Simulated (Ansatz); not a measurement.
Mulliken charges of HK (`[KH]`) from ωB97M-V/def2-TZVPP in Ansatz (PBE0-D4/def2-TZVP geometry).

```
atom   x (Å)   y (Å)   z (Å)  charge (e)
  K1   0.965  -0.322   0.495       0.371
  H2  -0.965   0.322  -0.495      -0.371
```

Problem. By hand: the dipole of these point charges (1 e Å = 4.8032 D).

Solution. Σ q r = (0.716, -0.239, 0.367) e Å, of length 0.839 e Å = 4.03 D.

Problem. How does the dipole of the full density compare? (Best estimate.)

Solution. Computed: (1.443, -0.482, 0.740) e Å, 8.13 D; the point charges give 0.50 times that, at 0° from its direction.

Point charges leave out the atoms' own dipoles, such as those of lone pairs, and Mulliken's split depends on the basis, so the two needn't agree.
